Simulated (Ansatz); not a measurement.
Match the barriers

Saddle point of GaH₃O, closed shell (GaH₃O ([OH][GaH2]) → GaH + H₂O; bonds formed: O2–H3; bonds broken: Ga1–O2, Ga1–H3), PBE0-D4/def2-TZVP structure:

Ga1  (-0.969, 0.400, 0.017)
O2  (0.664, -0.734, -0.188)
H3  (-0.138, -0.272, -1.237)
H4  (-1.133, 1.046, 1.461)
H5  (1.576, -0.440, -0.053)
(Å)

Computed with Ansatz 0.2.0 (basis: def2-TZVPP, with def2-QZVPP for the basis limit); correlated methods freeze the cores. Filled d shells of the heavier atoms are correlated. The def2 sets are not built for correlating such inner shells, so the correlated values are less sure here. Extrapolation: Hartree–Fock as exp(−7.88 √X), correlation as X^−2.97. Four methods, as single points on the PBE0-D4 structures, gave these electronic barriers from the start structure: 2.256, 2.504, 2.871, 3.422 eV.

Question: The methods were, in alphabetical order, BHLYP-D4, BLYP-D4, HF, r2SCAN-D4. Which gave which? (A judgement: the text doesn't fix the answer.)

Answer: By the calculation: BLYP-D4 2.256; r2SCAN-D4 2.504; BHLYP-D4 2.871; HF 3.422 eV. For comparison, CCSD(T) at an estimated basis limit (MP2 extrapolated from triple and quadruple zeta, plus CCSD(T) − MP2 in triple zeta) gives 2.683 eV.

No T1 diagnostic of these runs exceeds 0.019. The restricted Hartree–Fock reference is unstable towards an unrestricted one at one or more of these structures.

Labels in which every atom is bracketed show which atoms are joined, not bond orders.

For scale, one of the runs: CCSD(T)/def2-TZVPP, 121 basis functions, launched by `ansatz run in.yaml --threads 2 --pin off --events-out ev --progress --plain --max-ram 4352MiB`. The run took about 9.5 s on 2 CPU threads of an Arm Neoverse V2 (shared host).
